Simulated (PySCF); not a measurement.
C5H3FOS: core ionisation energies

Species: C₅H₃FOS.
Cartesian coordinates in Å at the PBE0-D3(BJ)/def2-SVP level; atoms count from 1:
```
atom  x, y, z in Å
O1    -0.5796    2.3604    0.0011
C2    -0.2673    1.1840   -0.0048
C3     1.0944    0.7175   -0.2736
C4     1.4978   -0.5726   -0.3028
S5     0.4994   -1.9450   -0.0288
C6    -1.0256   -1.2039    0.2710
C7    -1.2609    0.1260    0.2665
F8    -2.4831    0.5606    0.5194
H9     1.8228    1.5095   -0.4661
H10    2.5377   -0.8393   -0.5122
H11   -1.8426   -1.8996    0.4789
```

Computed, not measured: delta-SCF UKS SCAN, pcX-2 on the ionised atom, pcseg-1 elsewhere, spin-free X2C in PySCF. Vertical ΔSCF values, vacuum level as zero.

Problem. List the computed XPS lines with their assignment.

Solution. 
```tsv
atom(s)	environment	level	binding energy (eV)	above the level's lowest (eV)	count
O1	carbonyl oxygen	O 1s	536.65	0.00	1
C2	ring carbonyl carbon	C 1s	293.08	+2.09	1
C3	unsaturated ring CH carbon	C 1s	290.99	0.00	1
C4	unsaturated ring CH carbon	C 1s	291.99	+1.00	1
S5	ring sulfur	S 1s	2478.86	0.00	1
C6	unsaturated ring CH carbon	C 1s	291.84	+0.85	1
C7	unsaturated ring carbon	C 1s	293.18	+2.19	1
F8	fluorine bonded to C	F 1s	693.36	0.00	1
```

The listed C 1s values span 2.19 eV, from C3 (bonded to 2 C (aromatic in the SMILES) and H) to C7 (bonded to F and 2 C (aromatic in the SMILES)). The widest gap between neighbouring values is 1.09 eV, between 291.99 and 293.08 eV. Summing the Pauling electronegativity differences to the bonded atoms, each weighted by its formal bond order, gives -0.35 for the lowest site and +1.43 for the highest; the largest sum, +1.78, belongs to C2, 0.10 eV below the top.

Problem. Which effective nuclear charge Zeff reproduces each element's mean 1s value in the hydrogen-like formula E = 13.606 eV × Zeff²?

Solution. C (Z = 6): mean 292.2 eV, Zeff = 4.63, Z − Zeff = 1.37; O (Z = 8): mean 536.6 eV, Zeff = 6.28, Z − Zeff = 1.72; F (Z = 9): mean 693.4 eV, Zeff = 7.14, Z − Zeff = 1.86; S (Z = 16): mean 2478.9 eV, Zeff = 13.50, Z − Zeff = 2.50. Means run over the listed sites, weighted by atom count.

Problem. What is the C 1s shift of C2 against C6?

Solution. 293.08 − 291.84 = +1.24 eV, or +120 kJ/mol.

Not every level is listed. Isolated species at its PBE0-D3(BJ)/def2-SVP geometry, gas phase.
